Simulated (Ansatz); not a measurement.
Compare A (`O[SiH2][S][GeH3]`) with its isomer B (`O[SiH](S)[GeH3]`).

Gas-phase electronic energies from Ansatz, PBE0-D4/def2-TZVP geometries. CCSD(T)/CBS is the MP2 limit (def2-TZVPP, def2-QZVPP) plus CCSD(T) − MP2 in def2-TZVPP, frozen cores. DFT in def2-TZVPP. B3LYP here is the variant with VWN-RPA as its local correlation; programs differ in this. For Ge outer-core shells are correlated without core-valence functions, which leaves a few kJ/mol of doubt a bond. Scalar relativity is left out up to krypton. Each species was taken in one conformer, which may not be the lowest.

Problem. Which isomer does CCSD(T)/CBS put lower? Give the gap. (An estimate is asked.)

Solution. Ansatz gave: A, by 9.8 kcal/mol.

Problem. Give E(B) − E(A) in kcal/mol with HF/def2-TZVPP, ωB97M-V, B3LYP-D4, r2SCAN-D4, PBE-D4, PBE0-D4, MP2/def2-TZVPP. (Estimate.)

Solution. Ansatz gave: HF/def2-TZVPP 13.0, ωB97M-V 9.9, B3LYP-D4 9.1, r2SCAN-D4 8.9, PBE-D4 7.3, PBE0-D4 8.5, MP2/def2-TZVPP 11.6. None reverses the order clearly.

Largest T1 diagnostic: 0.012.

In def2-TZVPP, CCSD(T) changes the Hartree–Fock value by −3.0 kcal/mol (the triples alone add −0.0 kcal/mol) and MP2 by −1.4 kcal/mol. From PBE to PBE0 (25 % exact exchange), in def2-TZVPP and without D4, E(B) − E(A) moves by +1.2 kcal/mol.
